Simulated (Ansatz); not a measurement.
CH5Al (SMILES [CH3][AlH2]) moved off its minimum; all values from Ansatz (a quantum-chemistry and plane-wave program), cores frozen in correlated methods.
(charge 0, multiplicity 1)
```xyz
7

Al     0.02845    -0.34244    -0.63256
H     -1.30109    -0.48609    -1.48333
H      1.40692    -0.91973    -1.18264
C     -0.01259     0.56245     1.06723
H     -0.07984     1.61269     0.95370
H      0.87389     0.36912     1.71899
H     -0.96872     0.32422     1.70192
```

Forces at MP2/cc-pV(T+d)Z (eV/Å):

```csv
atom,Fx,Fy,Fz
Al1,0.083,-0.268,-0.368
H2,0.085,-0.009,0.000
H3,-0.172,0.038,0.003
C4,-1.083,-1.367,2.307
H5,0.044,1.309,-0.260
H6,-0.716,0.094,-0.510
H7,1.759,0.202,-1.173
```

Task: Give the forces (eV/Å), the total energy and the dipole at CCSD(T)/cc-pV(T+d)Z.

Result: 
```json
[
 {"atom": "Al1", "Fx": "0.080", "Fy": "-0.259", "Fz": "-0.345"},
 {"atom": "H2", "Fx": "0.021", "Fy": "-0.016", "Fz": "-0.040"},
 {"atom": "H3", "Fx": "-0.105", "Fy": "0.011", "Fz": "-0.023"},
 {"atom": "C4", "Fx": "-1.050", "Fy": "-1.380", "Fz": "2.193"},
 {"atom": "H5", "Fx": "0.039", "Fy": "1.407", "Fz": "-0.269"},
 {"atom": "H6", "Fx": "-0.613", "Fy": "0.070", "Fz": "-0.433"},
 {"atom": "H7", "Fx": "1.627", "Fy": "0.167", "Fz": "-1.083"}
]
```
Energy -283.0157 hartree, dipole 0.68 D.
